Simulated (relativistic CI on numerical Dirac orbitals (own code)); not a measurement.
# In⁴³⁺: sensitivity of the levels to the model

Base calculation: Dirac-Coulomb-Breit CI, separate exchange-only KLI orbitals for each configuration, model QED (radiative potential, 1s self-energy scaled to tabulated hydrogen-like ionisation energies), unscaled Slater integrals.

Configuration list (outside the closed core 1s2): 2s2 2p2, 2s 2p3, 2p4, 2p3 3s, 2p3 3p, 2p3 3d, 2s2 2p 3s, 2s2 2p 3p, 2s2 2p 3d, 2s 2p2 3s, 2s 2p2 3p, 2s 2p2 3d, 2s2 2p 4s, 2s2 2p 4p, 2s2 2p 4d, 2s2 2p 4f. Levels of other configurations are missing.

The lowest level and the first level of each name with at least 55 % of one term (blank where a level has no safe partner in the second run):

```csv
Level,Base (eV),Shift (eV)
2s2 2p2 3P_0,0.00,0.00
2s2 2p2 3P_1,212.72,+0.04
2s2 2p2 1D_2,227.36,+0.04
2s2 2p2 3P_2,450.80,+0.09
2s2 2p2 1S_0,486.42,+0.08
2s 2p3 3D°_3,606.43,+0.14
2s 2p3 3P°_0,638.84,+0.14
2s 2p3 1D°_2,662.08,+0.14
2p4 3P_2,838.27,+0.32
2p4 1S_0,877.78,+0.33
2p4 3P_1,1059.10,+0.28
2p4 1D_2,1074.91,+0.28
2p4 3P_0,1316.07,+0.24
2s2 2p 3s 3P°_0,4044.30,+0.46
2s2 2p 3s 3P°_1,4046.90,+0.50
2s2 2p 3p 3D_1,4094.11,+0.40
2s2 2p 3p 3P_0,4120.07,+0.64
2s2 2p 3p 3D_2,4171.57,+0.54
2s 2p2 3s 3P_0,4211.43,+0.51
2s2 2p 3d 3F°_2,4213.31,+0.40
2s2 2p 3s 3P°_2,4278.00,+0.77
2s2 2p 3s 1P°_1,4283.27,+0.84
```

At this charge energies of transitions that change n are usually good to better than 1 %, and those within a shell (Δn = 0) to a few per cent.

Question: One thing was changed in a second run, which moved the levels as shown. Which?
A. QED terms removed
B. configuration mixing switched off
C. only the first 3 configurations
D. one mean potential for all configurations
E. Breit term removed

Answer: D. One mean potential for all configurations. One potential for all configurations removes the relaxation of the orbitals, which moves whole configurations and changes the integrals a little.

LS names give the leading component of a level, which can be under half, so a name can repeat, a term be missing and a line seem to break the LS rules.
